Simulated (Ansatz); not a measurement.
Reaction (cleavage of the B–As bond): `B[AsH]N` + `[OH][Al]([OH])[F]` → `B[O][Al]([OH])[F]` + `N[AsH2]`

Gas-phase electronic energies from Ansatz, PBE0-D4/def2-TZVP geometries. CCSD(T)/CBS is the MP2 limit (def2-TZVPP, def2-QZVPP) plus CCSD(T) − MP2 in def2-TZVPP, frozen cores. Functionals use def2-TZVPP. For As outer-core shells are correlated without core-valence functions, which leaves a few kJ/mol of doubt a bond. Scalar relativity is left out up to krypton. Each species was taken in one conformer, which may not be the lowest.

`B[AsH]N`:

Cartesian coordinates in Å:
```
B 1.138 -0.349 0.880
As 0.421 0.255 -0.855
N -1.410 0.473 -0.657
H 0.660 0.021 1.911
H 2.157 -0.971 0.874
H 0.443 -1.080 -1.577
H -1.669 1.433 -0.839
H -1.741 0.218 0.263
```

`[OH][Al]([OH])[F]`:

```xyz
6

O    -0.588    1.494    0.021
Al    0.107   -0.030   -0.111
O    -0.368   -1.224    0.971
F     1.229   -0.346   -1.274
H    -0.365    2.218   -0.561
H    -0.014   -2.111    0.954
```

`B[O][Al]([OH])[F]`:

Cartesian coordinates in Å:
```
B 0.729 1.303 -1.257
O 0.244 0.513 -0.296
Al -0.341 -0.495 0.892
O -0.912 -2.015 0.473
F -0.344 0.029 2.447
H 1.897 1.243 -1.538
H -0.011 2.062 -1.827
H -1.261 -2.639 1.106
```

`N[AsH2]`:

Cartesian coordinates in Å:
```
N 0.507 0.137 0.800
As -0.612 -0.791 -0.351
H 0.843 1.020 0.444
H 0.050 0.294 1.688
H 0.443 -1.021 -1.426
H -1.232 0.361 -1.156
```

```json
{"level": "BLYP-D4", "ΔE (kJ/mol)": "-123.7"}
{"level": "LC-ωPBE", "ΔE (kJ/mol)": "-122.7"}
```

What does CCSD(T)/CBS give? (An estimate is asked.)

Ansatz gave: -117.2 kJ/mol. The listed levels differ from it by -6.5, -5.5 kJ/mol.

Largest T1 diagnostic among the species: 0.014.

In def2-TZVPP, CCSD(T) changes the Hartree–Fock value by +27.4 kJ/mol (the triples alone add +3.7 kJ/mol) and MP2 by +28.5 kJ/mol. From BLYP to BHLYP (50 % exact exchange), in def2-TZVPP and without D4, ΔE moves by −10.7 kJ/mol.
